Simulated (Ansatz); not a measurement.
Reaction (formal exchange of groups at the Si–Ge bond): `[SiH3][SiH2][SiH2][GeH2][SiH2][GeH3]` + `[SiH3][SiH2][GeH3]` → `[SiH3][SiH2][SiH2][GeH2][SiH2][SiH3]` + `[GeH3][SiH2][GeH3]`

Calculated with Ansatz (gas phase, PBE0-D4/def2-TZVP geometries, no zero-point term in ΔE). CCSD(T)/CBS is the MP2 limit (def2-TZVPP, def2-QZVPP) plus CCSD(T) − MP2 in def2-TZVPP, frozen cores. DFT in def2-TZVPP. For Ge outer-core shells are correlated without core-valence functions, which leaves a few kJ/mol of doubt a bond. Scalar relativity is left out up to krypton. Each species was taken in one conformer, which may not be the lowest.

| level | ΔE (kJ/mol) |
| --- | --- |
| r2SCAN-D4 | -0.2 |
| ωB97M-V | -0.1 |
| BLYP | 0.8 |
| CCSD/def2-TZVPP | 1.0 |

(1) What does CCSD(T)/CBS give? (Best estimate.)

Largest T1 diagnostic among the species: 0.013.

## Answers

(1) Ansatz gave: +0.3 kJ/mol. The listed levels differ from it by -0.5, -0.4, 0.5, 0.7 kJ/mol.

Leaving LDA and LC-ωPBE aside and taking each functional with its dispersion term where it has one, the values, not all of them listed here, spread over 0.8 kJ/mol, from revPBE-D4 to B2PLYP.
